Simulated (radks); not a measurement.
Results of a calculation; reference values are marked as such.
Species: neutral praseodymium. Configuration: [Xe] 4f3 6s2.

Code: a radial shooting solver on a logarithmic mesh with Libxc functionals. Model: scalar-relativistic Kohn-Sham, BLYP, spin-polarised, spherical densities, finite nucleus; open shells are filled with parallel spins first (spin-orbit coupling, left out, can overturn this in heavy ions); Fermi nuclear charge, rms radius 4.8919 fm.

Energy parts (hartree):
part                       energy
total                  -9237.6671
kinetic                 9810.5510
electron-nucleus      -22410.8488
Hartree                 3579.1953
exchange-correlation    -216.5645

Orbitals (lengths in bohr, moments of r in powers of bohr; <r^-3> diverges for s and p1/2; r(90%) holds 90 % of the orbital's charge):
orbital  occ.  eigenvalue (hartree)  <r^-3>      <r^2>  r(90%)   <1/r>
1s up       1             -1536.751       -  0.0007896  0.0435   64.68
1s down     1             -1536.751       -  0.0007896  0.0435   64.68
2s up       1             -247.2131       -    0.01253   0.159   14.93
2s down     1             -247.2129       -    0.01253   0.159   14.93
2p up       3             -221.2252    8485    0.01000   0.147   14.11
2p down     3             -221.2251    8485    0.01000   0.147   14.11
3s up       1             -53.31758       -    0.08479   0.400   5.429
3s down     1             -53.29170       -    0.08474   0.400   5.431
3p up       3             -45.08576    1712    0.08482   0.405   5.136
3p down     3             -45.06002    1714    0.08475   0.405   5.138
3d up       5             -33.51826   234.3    0.07220   0.387   4.874
3d down     5             -33.49822   234.5    0.07212   0.387   4.876
4s up       1             -10.60728       -     0.4375   0.895   2.267
4s down     1             -10.53196       -     0.4372   0.894   2.268
4p up       3              -7.91842   369.9     0.4948   0.960   2.089
4p down     3              -7.84252   370.1     0.4946   0.960   2.089
4d up       5              -4.07314   41.49     0.6145    1.09   1.820
4d down     5              -3.99694   41.49     0.6149    1.10   1.820
4f up       3              -0.05829   4.280      2.029    2.12   1.186
5s up       1              -1.44237       -      2.542    2.17  0.8804
5s down     1              -1.39336       -      2.583    2.19  0.8723
5p up       3              -0.79280   50.64      3.533    2.59  0.7418
5p down     3              -0.75492   48.83      3.625    2.63  0.7316
6s up       1              -0.12362       -      22.56    6.59  0.2826
6s down     1              -0.11866       -      23.40    6.71  0.2772

The highest occupied level is 4f up at -1.586 eV. Spin moment in Bohr magnetons: 3. The electron density at the nucleus is 4.338e+05 e/bohr^3 (large components only). For comparison, the ionisation energy in NIST's Atomic Spectra Database is 5.470 eV (semi-empirical). In exact Kohn-Sham theory the highest level is minus the ionisation energy, but local and semilocal functionals leave it too shallow, through self-interaction and a potential that decays too fast; potentials with the right tail come closer.
